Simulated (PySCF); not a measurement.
**Telling isomers of C$_{5}$H$_{9}$NSi$_{2}$ apart by NMR**

How the numbers were obtained: GFN2-xTB geometry, NMR shieldings at PBE0/pcSseg-1/GIAO, in PySCF 2.14 (isolated molecule, rapidly exchanging positions averaged, a single conformation, non-relativistic Hamiltonian).

Referencing at the same level of theory: TMS for ¹H and ¹³C. Where no couplings were computed, multiplicities follow the n + 1 count of equivalent neighbours, and m marks all less simple cases (inequivalent or close neighbours, rings, F or P nearby). Shifts are as computed. Against solution values, carbons near 30 ppm lie about +3 ppm off and those near 130 ppm about +5 ppm. Of 1309 compounds with measured shifts, 239 miss one by over three times the rms of a fit or turn the order of signals round; such compounds aren't used in these exercises.

(1) Tabulate the signals of `N#CC1=C(C[SiH3])C[SiH2]1`, `CC#C[Si@](C)([SiH3])C#N`, `[SiH3][SiH2]c1ccncc1` and their relative energies.

(2) What is the quickest way to tell N#CC1=C(C[SiH3])C[SiH2]1 from [SiH3][SiH2]c1ccncc1?

(3) What is the quickest way to tell N#CC1=C(C[SiH3])C[SiH2]1 from CC#C[Si@](C)([SiH3])C#N?

(4) What is the quickest way to tell CC#C[Si@](C)([SiH3])C#N from [SiH3][SiH2]c1ccncc1?

Results:

(1) 
```tsv
SMILES	carbon types	δC	δH	E rel. (kcal/mol)
N#CC1=C(C[SiH3])C[SiH2]1	3×C 2×CH2	190.6, 120.5, 110.8, 24.7, 22.5	4.94 (m, 2H), 4.03 (t, 3H), 2.44 (q, 2H), 1.97 (m, 2H)	23.0
CC#C[Si@](C)([SiH3])C#N	3×C 2×CH3	125.6, 117.9, 80.7, 6.1, 1.6	3.55 (s, 3H), 2.14 (s, 3H), 0.58 (s, 3H)	20.9
[SiH3][SiH2]c1ccncc1	1×C 4×CH	155.1, 147.2, 135.1	8.93 (d, 2H), 7.55 (d, 2H), 4.62 (q, 2H), 3.49 (t, 3H)	0.0
```

Energies are electronic energies at PBE0/pcSseg-1 on these geometries, without zero-point or thermal terms, each for the one conformer computed, which needn't be the lowest.

(2) Count the carbon signals: 5 against 3. The first has an allylic sp3 CH2 bonded to Si at 24.7 ppm, the second an aromatic CH next to a ring nitrogen at 155.1 ppm. Their most deshielded carbons lie at 190.6 and 155.1 ppm. In the proton spectra the most deshielded non-exchanging signals are 4.94 (m, 2H) and 8.93 (d, 2H).

(3) Both give the same number of carbon signals, but DEPT or the intensities differ. The first has a fully substituted alkene carbon (C) at 190.6 ppm, the second a propargylic methyl carbon (CH3) at 6.1 ppm. Their most deshielded carbons lie at 190.6 and 125.6 ppm. In the proton spectra the most deshielded non-exchanging signals are 4.94 (m, 2H) and 3.55 (s, 3H).

(4) Count the carbon signals: 5 against 3. The first has an alkyne carbon (C) at 80.7 ppm, the second an aromatic CH next to a ring nitrogen at 155.1 ppm. Their most deshielded carbons lie at 125.6 and 155.1 ppm. In the proton spectra the most deshielded non-exchanging signals are 3.55 (s, 3H) and 8.93 (d, 2H).
